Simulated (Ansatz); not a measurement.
## Nudged elastic band run: CH5BOSi

input.yaml

```yaml
crystal:
  periodic: [false, false, false]
  atoms:
    - { symbol: B, position_ang: [-0.942372, 0.849107, -1.058031] }
    - { symbol: Si, position_ang: [0.585898, -0.303296, -0.479528] }
    - { symbol: C, position_ang: [0.330404, -0.47492, 1.480208] }
    - { symbol: O, position_ang: [0.910293, 0.21194, 2.291848] }
    - { symbol: H, position_ang: [-2.057256, 0.3752, -1.171599] }
    - { symbol: H, position_ang: [-0.805326, 2.048235, -1.208934] }
    - { symbol: H, position_ang: [1.967931, 0.245969, -0.691155] }
    - { symbol: H, position_ang: [0.502948, -1.720177, -0.990806] }
    - { symbol: H, position_ang: [-0.404019, -1.278358, 1.810998] }
basis:
  gaussian: { orbitals: def2-SVP }
hamiltonian:
  xc: pbe
neb:
  order_check: false
  images: 1
  f_tol: 0.05
  max_iterations: 60
  initial_path: idpp
  climbing: false
  final_atoms:
    - { symbol: B, position_ang: [-0.96395966, 0.81542048, -1.05732344] }
    - { symbol: Si, position_ang: [0.55092969, -0.36216169, -0.49160859] }
    - { symbol: C, position_ang: [0.3615925, -0.42460727, 1.48153017] }
    - { symbol: O, position_ang: [-0.25541075, -1.28899672, 2.06423315] }
    - { symbol: H, position_ang: [-2.04637148, 0.33546774, -1.33845013] }
    - { symbol: H, position_ang: [-0.85564568, 2.02734275, -1.02601403] }
    - { symbol: H, position_ang: [1.91950409, 0.22319398, -0.73123066] }
    - { symbol: H, position_ang: [0.50200705, -1.78542019, -0.9713595] }
    - { symbol: H, position_ang: [0.87585523, 0.41346092, 2.05322403] }
```

Run as:

```bash
$ ansatz run input.yaml --threads 1 --pin off --max-ram 2048MiB --backend cpu --events-out ev --progress --plain --runs-dir out
```

Output, in part (warnings, iteration lines, the closing report on the highest movable image, with atoms numbered from 0):

```
NEB end point (image 0): max|allowed force component| = 2.000e-2 eV/Å (the criterion of neb.relax_end_points is 1.000e-2)
NEB end point (image 2): max|allowed force component| = 2.857e-2 eV/Å (the criterion of neb.relax_end_points is 1.000e-2)
NEB iter   1: max|band force component| = 1.623e0 eV/Å  barrier→ = 0.2334 eV  barrier← = 0.2328 eV  Δτ_max = 0.1018 Å  (85 SCF iters)
NEB iter   2: max|band force component| = 6.960e-1 eV/Å  barrier→ = 0.1421 eV  barrier← = 0.1414 eV  Δτ_max = 0.0849 Å  (29 SCF iters)
NEB iter   3: max|band force component| = 4.698e-1 eV/Å  barrier→ = 0.1083 eV  barrier← = 0.1076 eV  Δτ_max = 0.1742 Å  (29 SCF iters)
NEB iter   4: max|band force component| = 1.282e0 eV/Å  barrier→ = 0.2817 eV  barrier← = 0.2810 eV  Δτ_max = 0.0870 Å  (34 SCF iters)
NEB iter   5: max|band force component| = 5.041e-1 eV/Å  barrier→ = 0.1131 eV  barrier← = 0.1125 eV  Δτ_max = 0.0426 Å  (35 SCF iters)
NEB iter   6: max|band force component| = 8.281e-2 eV/Å  barrier→ = 0.0937 eV  barrier← = 0.0931 eV  Δτ_max = 0.0067 Å  (29 SCF iters)
NEB iter   7: max|band force component| = 2.926e-2 eV/Å  barrier→ = 0.0932 eV  barrier← = 0.0925 eV  Δτ_max = 0.0000 Å  (59 SCF iters)
Total energy: -11702.87446150 eV, -430.0727039668 hartree
Atom 0 at    -1.073820     0.624763    -1.230967 Å, force     0.013659    -0.011966    -0.000746 eV/Å
Atom 1 at     0.547691    -0.217479    -0.397240 Å, force    -0.015375    -0.010473     0.005930 eV/Å
Atom 2 at     0.402638    -0.343046     1.592538 Å, force    -0.026981     0.021908    -0.029257 eV/Å
Atom 3 at     1.305267    -0.861257     2.213052 Å, force     0.008865    -0.004790    -0.014624 eV/Å
Atom 4 at    -2.044419    -0.047942    -1.525677 Å, force     0.000858     0.003033     0.007908 eV/Å
Atom 5 at    -1.152180     1.827848    -1.395298 Å, force     0.001535     0.000466     0.011442 eV/Å
Atom 6 at     1.827553     0.551218    -0.595640 Å, force     0.008295     0.003455     0.005831 eV/Å
Atom 7 at     0.781402    -1.646949    -0.812298 Å, force     0.004877     0.002332     0.011693 eV/Å
Atom 8 at    -0.505631     0.066543     2.134531 Å, force     0.004268    -0.003965     0.001824 eV/Å
Dipole moment:    -0.279566     0.153735    -0.119607 e Å
```

The run converged. No image climbed, so the highest image needn't sit at the top of the path. So few images can step over the top or miss a turn of the path.

Final band (atoms are numbered from 1 in the order of the input):

| image | path coordinate (Å) | energy (eV) | dihedral H7–Si2–C3–H9 (°) |
| --- | --- | --- | --- |
| 0 | 0.00 | 0.000 | -153 |
| 1 | 1.96 | 0.093 | 122 |
| 2 | 3.92 | 0.001 | 33 |

Time of the run: 25 s on 1 thread of Intel(R) Xeon(R) Platinum 8259CL CPU @ 2.50GHz (Skylake/Cascade Lake) (shared host), peak memory 0.14 GiB.
